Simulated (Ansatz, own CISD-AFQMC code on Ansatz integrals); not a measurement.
CH5AlSi, SMILES `C[Si][AlH2]` (singlet; the order of the spin states depends on the level) (charge 0, multiplicity 1). This singlet lies 0.08 eV below the relaxed triplet at the level frozen-core CCSD(T)/cc-pVTZ // B3LYP-D3(BJ)/def2-TZVP (Ansatz); other levels give the other order.

Z-matrix (Å, degrees):
```
Si
C 1 1.9206
H 2 1.0904 1 111.76
H 2 1.0929 3 108.91 1 -127.34
H 2 1.0983 3 107.78 4 -114.67
Al 1 2.5050 2 99.75 3 -173.63
H 6 1.5943 1 121.53 2 -92.93
H 6 1.5944 7 116.72 1 171.87
```
Charge 0, spin multiplicity 1.

Frozen-core correlation energies in cc-pVDZ at a geometry from B3LYP-D3(BJ)/def2-TZVP, on an HF energy of -571.55099 Ha (<S^2> = 0.00, restricted and unstable towards unrestricted orbitals). Wave-function levels are from Ansatz, the walk from an own CISD-AFQMC code on Ansatz integrals (time step 0.005/Ha, trial state from CCSD amplitudes, largest double 0.09).

```tsv
level	correlation energy (mHa)
MP2	-291.5
CCSD	-345.5
CCSD(T)	-355.5
```

Question: What correlation energy does phaseless AFQMC give, and where does it lie among these levels?

Answer: -356.8 ± 0.3 mHa (one standard error). AFQMC minus each level: MP2 -65.4 mHa, CCSD -11.3 mHa, CCSD(T) -1.4 mHa.
